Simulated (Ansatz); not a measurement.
Pb₂S₃, relaxed as a singlet with RKS r2SCAN-D4/def2-SVP in Ansatz, starting from the GFN1-xTB geometry. Force threshold 0.02 eV/Å.

In the def2 sets Pb takes a core potential; there is no spin–orbit coupling. Another isomer (singlet) lies 1.70 eV lower at PBE0-D4/def2-TZVP; other spin states weren't run for this one.

Start:

Cartesian coordinates in Å:
```
Pb -2.2145 -0.6823 1.2187
Pb 0.8008 0.2458 -0.4373
S 0.2749 -0.9266 1.7072
S -1.6293 0.4503 -0.9868
S 2.7680 0.9128 -1.5018
```

(1) Estimate the energy that the relaxation releases and the steps that it takes.

(2) Does the start keep its bonding and symmetry?

(3) Predict the relaxed structure.

Results:

(1) 3.8 kJ/mol, in 6 steps; 11 s on 4 threads of Arm Neoverse V2 on a shared host. No frequencies were taken in this run, so the end may be a saddle point.

(2) By distances, no bond broke or formed. The bond that changes most is Pb1–S4, from 2.55 to 2.59 Å (atoms count from 1). Point group Cs at the start, C2v at the end, both within 0.05 Å; within 0.015 Å the end is Cs.

(3) 
Cartesian coordinates in Å:
```
Pb -2.2074 -0.7080 1.2029
Pb 0.7963 0.2536 -0.4351
S 0.3125 -0.9280 1.7541
S -1.6568 0.4916 -1.0239
S 2.7554 0.8909 -1.4979
```
Bond lengths (bridged metal pairs left out): 5 × Pb–S 2.32 to 2.59 Å.
